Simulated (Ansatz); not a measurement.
This geometry of BClFH$_{3}$O (7 atoms, charge 0, multiplicity 1) is a first-order saddle point.

The calculation used RKS B3LYP-D4/def2-SVP (Ansatz).

```xyz
7
Properties=species:S:1:pos:R:3
B 0.048 -0.286 -0.078
Cl -0.050 0.161 2.141
H 1.056 0.253 -0.424
F -1.131 -0.003 -0.625
O 0.164 -1.712 0.352
H -0.666 -2.188 0.179
H 0.116 -1.254 1.482
```

(1) Which two structures does it join? (They come from a converged band through this point; their orientation in space is the band's.)

(2) How far does it lie above each of them?

Results:

(1) Bonds broken: B1–Cl2, O5–H7. Bonds formed: Cl2–H7. BClFH3O becomes BFH2O + ClH.

Image 0:

```xyz
7
Properties=species:S:1:pos:R:3
B 0.050 -0.066 0.156
Cl -0.051 0.580 1.883
H 1.058 0.207 -0.442
F -1.125 -0.018 -0.527
O 0.171 -1.756 0.465
H -0.620 -2.152 0.059
H 0.053 -1.824 1.432
```

Image 8:

```xyz
7
Properties=species:S:1:pos:R:3
B -0.142 -0.376 -0.608
Cl 0.721 -0.383 3.249
H 0.444 0.637 -0.345
F -0.611 -0.595 -1.831
O -0.328 -1.311 0.354
H -0.812 -2.097 0.056
H 0.264 -0.905 2.150
```

(2) 59.6 kJ/mol above the first and 90.1 kJ/mol above the second. This is the barrier of this one path; another mechanism may lie lower. The orbitals stay closed-shell, which can raise the energy where a bond breaks towards radicals; this wasn't checked here.

Run time: 3.9 min on 1 thread of Arm Neoverse V2 (shared host), peak memory 0.16 GiB.
